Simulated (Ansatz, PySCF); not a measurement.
Molecule: iodane, HI, charge 0, multiplicity 1. 
Geometry from a B3LYP-D3(BJ)/def2-TZVP (Ansatz, an electronic-structure program) optimisation:
```xyz
2

I      0.0000     0.0000    -0.0299
H      0.0000     0.0000     1.5855
```
Charge 0, spin multiplicity 1.

Total electronic energies in hartree. Valence correlation only, unless marked. No spin-orbit coupling. Frozen are the shells of the preceding noble gas and the d and f shells that filled before the atom's block. In def2 rows, elements after Kr have scalar-relativistic effective core potentials. CBS(X,Y): correlation extrapolated as X^-3; Hartree-Fock from the larger set.

| level | program | energy (Eh) |
|---|---|---|
| HF/def2-TZVPPD | Ansatz | -297.24277 |
| M06-L/def2-TZVPD | PySCF | -298.47722 |
| PBE0/def2-TZVP | Ansatz | -298.31758 |
| r2SCANh/def2-TZVPD | Ansatz | -298.41038 |
| M06-2X/def2-TZVPD | PySCF | -298.22448 |
| MN15-D3(BJ)/def2-TZVPD | PySCF + dftd3 | -297.58539 |
| RI-MP2/def2-TZVPPD | Ansatz | -297.39334 |
| CCSD(T)/def2-QZVPP | Ansatz | -297.43943 |
| CCSD(T)/CBS(def2-TZVPPD,def2-QZVPPD) | Ansatz | -297.4539 |

Totals of different functionals don't rank their quality; only differences between species are comparable.
